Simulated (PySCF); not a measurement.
Tb (terbium, neutral): UHF calculation

Configuration: [Xe] 4f9 5d2, one real determinant (an excited configuration). All numbers are calculated (PySCF 2.14, the spin-free X2C one-electron Hamiltonian (Gaussian nucleus), in ANO-RCC-VTZP (8s7p5d3f2g1h, 104 functions)).

```
Total energy                                                  : -11703.498882 hartree
One-electron energy                                           : -16039.3894 hartree
Hartree (Coulomb) energy                                      : 4592.0602 hartree
Exchange energy                                               : -256.1697 hartree
⟨S²⟩                                                          : 15.7592
⟨L²⟩                                                          : 36.124
Sum of ⟨r⟩                                                    : 41.84 bohr
Sum of ⟨r²⟩                                                   : 61.56 bohr²
Traceless quadrupole moment −½Σ⟨3z² − r²⟩ along its main axis : -0.365 e·bohr²
Langevin diamagnetic susceptibility                           : -48.8 ×10⁻⁶ cm³/mol
```

```tsv
shell	electrons	mean orbital energy (eV)	spread (eV)	rms radius, mean of both spins (bohr)
1s α	1	-52239.3	0	0.0245
1s β	1	-52239.2	0	0.0245
2s α	1	-8777.9	0	0.0989
2s β	1	-8777.7	0	0.0989
2p α	3	-7807.5	0.235	0.0890
2p β	3	-7807.3	0.211	0.0890
3s α	1	-1996.0	0	0.255
3s β	1	-1992.7	0	0.255
3p α	3	-1689.5	1.389	0.255
3p β	3	-1685.8	0.683	0.255
3d α	5	-1282.5	1.366	0.234
3d β	5	-1278.5	0.700	0.234
4s α	1	-419.20	0	0.576
4s β	1	-410.54	0	0.576
4p α	3	-315.84	2.312	0.612
4p β	3	-306.25	0.477	0.612
4d α	5	-170.24	2.680	0.675
4d β	5	-157.72	2.595	0.675
5s α	1	-54.851	0	1.45
5s β	1	-50.915	0	1.45
5p α	3	-28.271	1.016	1.73
5p β	3	-24.395	0.403	1.73
4f α	7	-10.276	2.722	0.995
4f β	2	-4.579	0.100	0.995
5d α	2	-1.906	0.359	3.30
```

⟨L²⟩ = 36.12 against 72 for a pure L term, so this real determinant mixes terms. Spin-orbit coupling, absent here, splits the open shell strongly.

Densities and radii are taken from the X2C orbitals without a picture-change correction, which distorts them close to the nucleus.

Spin-orbit constants ζ (cm⁻¹) from the X2C one-electron operator on these orbitals: bare nucleus, nucleus screened by l(l+1)(2l+1)/3 electrons, and screened by the Breit-Pauli mean field of the electrons.

```
shell     bare  screened nucleus  mean field
   2p  3876000           3757000         n/a
   3p   808400            783500         n/a
   3d   125900            106500         n/a
   4p   176000            170600         n/a
   4d    23140             19580         n/a
   4f     3227              1837         n/a
   5p    20770             20130         n/a
   5d    790.6             668.9         n/a
```

To first order the Landé constant is A = -128.2 cm⁻¹, so the lowest level has J = 23/2 and lies 0.445 eV below the centre of the term. This holds in LS coupling only.
